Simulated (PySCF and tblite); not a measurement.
Values are calculated unless marked as measured or tabulated.
C6H11F, numbered as in [F:1][CH:2]1[CH2:3][CH2:4][CH2:5][CH2:6][CH2:7]1.

Geometries PBE0-D3(BJ)/def2-SVP; weights from B3LYP-D3(BJ)/def2-TZVP (IEF-PCM, chloroform) energies and GFN2-xTB thermal corrections, with symmetry numbers and mirror pairs. Conformers within 3 kcal/mol (GFN2-xTB free energy) were kept, 8 at most. GIAO shieldings: PBE0/pcSseg-1 (IEF-PCM, chloroform). Shifts are against TMS (¹H), TMS (¹³C), CFCl3 (¹⁹F) at the same level; of two unlike H on one atom, a is the less shielded. Codes: tblite and PySCF.

Q: Predict the averaged NMR shifts at 298.15 K.

A: ¹H: 4.41 (H2, 1H), 1.75 (H3a/H7a, 2H), 1.66 (H4a/H6a, 2H), 1.43 (H3b/H7b, 2H), 1.36 (H5a, 1H), 1.24 (H4b/H6b, 2H), 1.19 (H5b, 1H) ppm. ¹³C: 91.8 (C2), 35.2 (C3/C7), 27.9 (C5), 25.5 (C4/C6) ppm. ¹⁹F: -201.7 (F1) ppm.

Q: How do the conformers differ?

A: The 6-ring runs over atoms 2–3–4–5–6–7.
```tsv
conformer	shape	weight %
1	6-ring chair (all substituents equatorial)	68.8
2	6-ring chair (F1 axial)	31.2
```

```tsv
signal	1	2	average
H2	4.27	4.72	4.41
H3a/H7a	1.97	1.27	1.75
H3b/H7b	1.22	1.89	1.43
H4a/H6a	1.67	1.63	1.66
H4b/H6b	1.17	1.38	1.24
H5a	1.45	1.16	1.36
H5b	1.01	1.58	1.19
C2	92.8	89.6	91.8
C3/C7	35.8	33.7	35.2
C4/C6	26.7	23.0	25.5
C5	27.6	28.4	27.9
F1	-196.0	-214.2	-201.7
```

Q: Which signal moves most, for its nucleus, between 250 and 373.15 K through the change of populations alone?

A: H3a/H7a: 1.77 ppm at 250 K, 1.76 ppm at 273.15 K, 1.75 ppm at 298.15 K, 1.74 ppm at 323.15 K, 1.73 ppm at 373.15 K.

Unscaled ¹⁹F shifts at such levels can be off by tens of ppm; differences between conformers or isomers are more reliable. Shifts are unscaled: against experiment ¹³C can be off by 15 ppm or more and ¹H by 0.8 ppm.
